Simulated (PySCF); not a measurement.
Compound: C₆H₁₃OP.
Geometry (PBE0-D3(BJ)/def2-SVP, Å), atoms numbered from 1 in this order:
```xyz
21
C6H13OP angstrom
C     -2.3867    0.0070    0.4372
C     -1.0341    0.2276   -0.2256
C     -0.1375    1.1074    0.6514
C      1.1957    1.4805    0.0066
P      2.1770    0.0214   -0.4642
O      3.4589    0.2776   -1.1877
C      0.9377   -0.9849   -1.3385
C     -0.3732   -1.1120   -0.5662
H     -2.8892    0.9623    0.6524
H     -3.0551   -0.5889   -0.2028
H     -2.2717   -0.5319    1.3925
H     -1.2009    0.7679   -1.1777
H     -0.6800    2.0306    0.9146
H      0.0438    0.5842    1.6087
H      1.8144    2.1097    0.6665
H      1.0438    2.0522   -0.9250
H      2.2882   -0.6718    0.7862
H      0.7841   -0.4888   -2.3123
H      1.3902   -1.9661   -1.5523
H     -0.2004   -1.6696    0.3730
H     -1.0772   -1.7256   -1.1523
```

Computed with PySCF at PBE0/pcSseg-1, non-relativistic, on one gas-phase PBE0-D3(BJ)/def2-SVP geometry that isn't relaxed in the solvent. The solvent is an IEF-PCM continuum (van der Waals radii × 1.2). Specific hydrogen bonds and non-electrostatic terms are outside this model.

Gas phase at PBE0/pcSseg-1: HOMO -7.38 eV, LUMO 0.84 eV, dipole 4.69 D.

What does the continuum do to the energy, the frontier levels and the dipole at PBE0/pcSseg-1 in chloroform and dichloromethane?

```tsv
solvent	ε	E(solvent) − E(gas) (kJ/mol)	polarisation term (kJ/mol)	distortion of the solute (kJ/mol)	HOMO (eV)	LUMO (eV)	dipole (D)
chloroform	4.711	-29.58	-33.68	4.10	-7.51	1.13	5.57
dichloromethane	8.93	-35.14	-40.97	5.83	-7.54	1.18	5.73
```

The polarisation term is half the interaction of the solute with the surface charges that it induces; the rest is the cost of distorting the solute's density. The sum is the electrostatic part of solvation alone. From chloroform to dichloromethane the lowering changes by a factor 1.19, Onsager's factor (ε − 1)/(2ε + 1) by 1.18 and ε itself by 1.9.

Which radius a makes the point-dipole formula ΔE = −[(ε − 1)/(2ε + 1)]·μ²/a³ give the value in dichloromethane, with the gas-phase dipole?

μ = 1.844 au and |ΔE| = 0.01339 Eh give a = 2.51 Å; the farthest nucleus lies 3.62 Å from the centroid of the nuclei, so such a sphere wouldn't even hold the nuclei. The formula assumes a rigid point dipole at the centre of a sphere.

Give the dipole vector in the frame of the coordinates (D, pointing from negative to positive charge), gas and dichloromethane.

Gas (-4.41, -0.37, 1.54), solvent (-5.35, -0.51, 1.99). Its length changes by +22 % and its direction by 1°.

Which ESP-fitted charges (PBE0/pcSseg-1) respond most in chloroform (means over atoms taken as equivalent)?

```tsv
atoms	environment	gas (e)	solvent (e)	change
O6	phosphoryl oxygen	-0.647	-0.725	-0.078
P5	phosphoryl phosphorus	+0.783	+0.814	+0.031
C1	methyl carbon	-0.663	-0.685	-0.022
C2	sp3 CH carbon	+0.316	+0.338	+0.022
H17	P–H hydrogen	-0.057	-0.044	+0.013
C3/C8	ring CH2 carbon	-0.141	-0.148	-0.007
H13/H21	methylene hydrogen	+0.070	+0.075	+0.005
H14/H20	methylene hydrogen	+0.056	+0.062	+0.006
H9/H10/H11	methyl hydrogen	+0.162	+0.166	+0.004
C4/C7	sp3 carbon bound to phosphorus	-0.340	-0.337	+0.003
H16/H18	methylene hydrogen	+0.117	+0.120	+0.003
H12	methine hydrogen	+0.010	+0.009	-0.001
```

Which Mayer bond orders change most in chloroform?

```tsv
bond	length (Å)	gas	solvent	change
P5–O6	1.494	1.822	1.752	-0.070
C4–P5	1.820	0.906	0.922	+0.016
P5–C7	1.820	0.907	0.923	+0.016
P5–H17	1.434	0.876	0.883	+0.007
C3–C4	1.527	1.018	1.022	+0.004
C7–C8	1.527	1.018	1.022	+0.004
C4–H16	1.104	0.928	0.924	-0.004
C7–H18	1.104	0.928	0.924	-0.004
```
